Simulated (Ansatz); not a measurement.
Harmonic frequencies (cm⁻¹) at PBE0-D4/def2-TZVP from Ansatz: 465, 536, 906, 908, 2662, 2665.

Task: Which molecule is it?
A. `C=C=C[O][InH][CH3]`
B. `SS`
C. `FC(F)=N[SiH3]`
D. `OBC(F)S`

Result: B.
